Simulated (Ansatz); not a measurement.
One change: `F[SiH2]OP` becomes `O=CO[SiH2]F`.

Ansatz, PBE0-D4/def2-TZVP geometries, multiplicity 1. Each molecule was computed in one conformer, which needn't be the lowest.

```tsv
property	`F[SiH2]OP`
zero-point energy (PBE0-D4/def2-TZVP) / kJ/mol	112.8
size of the dipole moment (ωB97M-V/def2-TZVPP) / D	1.23
HOMO energy (PBE/def2-TZVPP) / eV	-6.24
LUMO energy (B3LYP/def2-TZVPP) / eV	-0.74
size of the dipole moment (PBE/def2-TZVPP) / D	1.16
HOMO–LUMO gap (ωB97M-V/def2-TZVPP) / eV	11.10
```

Q: Give the same properties after the change, and the shifts. (An estimate is asked.)

A: The calculation gave: 
```json
{"property": "zero-point energy (PBE0-D4/def2-TZVP) / kJ/mol", "`O=CO[SiH2]F`": "117.5", "shift": "4.7"}
{"property": "size of the dipole moment (ωB97M-V/def2-TZVPP) / D", "`O=CO[SiH2]F`": "2.27", "shift": "1.04"}
{"property": "HOMO energy (PBE/def2-TZVPP) / eV", "`O=CO[SiH2]F`": "-7.11", "shift": "-0.87"}
{"property": "LUMO energy (B3LYP/def2-TZVPP) / eV", "`O=CO[SiH2]F`": "-0.99", "shift": "-0.25"}
{"property": "size of the dipole moment (PBE/def2-TZVPP) / D", "`O=CO[SiH2]F`": "2.14", "shift": "0.98"}
{"property": "HOMO–LUMO gap (ωB97M-V/def2-TZVPP) / eV", "`O=CO[SiH2]F`": "12.73", "shift": "1.63"}
```

With PBE0 the HOMO falls by 1.32 eV and the LUMO falls by 0.18 eV, so the gap widens by about 1.14 eV. PBE moves the HOMO by -0.87 eV and ωB97M-V by -1.53 eV. Dipoles are sizes alone; their direction can turn.

B3LYP here is the variant with VWN-RPA as its local correlation; programs differ in this.
